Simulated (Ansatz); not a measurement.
Basis-set extrapolation for `COB(C)OC` (PBE0-D4/def2-TZVP geometry, frozen core, the Gaussian-basis code of Ansatz). Multiplicity 1, RHF reference.

```json
{"": "HF", "def2-TZVPP": "-293.473547", "def2-QZVPP": "-293.487752"}
{"": "MP2 correlation", "def2-TZVPP": "-1.095245", "def2-QZVPP": "-1.173052"}
{"": "CCSD(T) correlation", "def2-TZVPP": "-1.185660", "def2-QZVPP": "not run"}
```

Energies in hartree. Use E(X) = E(∞) + A·exp(−7.88·√X) for Hartree–Fock and E(X) = E(∞) + B·X^(−2.97) for correlation, with X = 3 and 4, and add CCSD(T) minus MP2 of the smaller set to the MP2 limit.

Question: What is the CCSD(T) energy at the basis-set limit?

Answer: HF limit: -293.487752 + (-0.014205) × 0.13774 = -293.48971. MP2 limit: -1.173052 + (-0.077807) × 0.74074 = -1.23069. Higher-order term: -1.185660 − (-1.095245) = -0.09041. Total: -294.81081 hartree, 398.0 kJ/mol below CCSD(T)/def2-TZVPP.
